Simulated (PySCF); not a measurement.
**CrO2I2, singlet: molecular constants**

Method: PBE0/[Cr def2-SVP, O def2-SVP, I def2-SVP with ECP28], scalar-relativistic core potentials, density fitting, no spin–orbit coupling, PySCF.

The structure is a minimum.

```xyz
5
charge 0 multiplicity 1, angstrom
Cr    0.0000    0.0000    0.9555
O     1.2505    0.0000    1.8327
O    -1.2505    0.0000    1.8327
I     0.0000    2.0500   -0.4261
I     0.0000   -2.0500   -0.4261
```

| Property | Result |
| --- | --- |
| Point group | C2v |
| Bond lengths | Cr–I 2.472 Å (×2), Cr–O 1.527 Å (×2) |
| Bond angles | I–Cr–I 112.0°, I–Cr–O 108.7° (×4), O–Cr–O 109.9° |
| Entropy at 298.15 K and 1 bar | 366.8 J/(mol K) |
| Rotational constants | 0.06717, 0.0151, 0.0133 cm⁻¹ |
| Rotational symmetry number | 2 |
| Zero-point energy | 24.2 kJ/mol |
| Principal polarisabilities | 59.4, 79.3, 143.3 bohr³ |
| Highest occupied level | -8.05 eV |
| Atomisation energy without zero-point energy | 1265 kJ/mol |
| Lowest empty level | -4.89 eV |
| Principal quadrupole moments (Buckingham, traceless) about the centre of mass | -4.81, -2.80, 7.61 D Å |
| Heat capacity Cp at 298.15 K | 86.1 J/(mol K) |
| Dipole moment | 1.56 D |
| Enthalpy at 298.15 K above 0 K | 19.48 kJ/mol |

Harmonic modes (masses in u: Cr 51.941, O 15.995, I 126.904):
```
symmetry  ω (cm⁻¹)  IR (km/mol)
      a1        68          0.3
      b2       176          0.0
      b1       210          2.7
      a2       211          0.0
      a1       227          1.7
      b1       377         75.3
      a1       450          0.2
      b2      1163          119
      a1      1168          115
```

In C2v the vibrations span 4a1 + 2b2 + 2b1 + a2. The a2 mode carries no infrared intensity, as symmetry demands.

Charges (e):
| atom | Mulliken | Löwdin | polar tensor | Mayer order to Cr1 |
| --- | --- | --- | --- | --- |
| Cr1 | 0.38 | -0.35 | 1.46 | – |
| O2,3 | -0.29 | -0.01 | -0.47 | 1.99 |
| I4,5 | 0.09 | 0.18 | -0.26 | 1.31 |

Mulliken populations on Cr1: s 6.31, p 12.79, d 4.50, f 0.02.

Formally Cr is in oxidation state +6, d0. The polar-tensor charge on Cr, 1.46, is far below the formal one.

This need not be the most stable arrangement of these atoms.

The final relaxation and frequency run took roughly 4 core-minutes on a shared host.
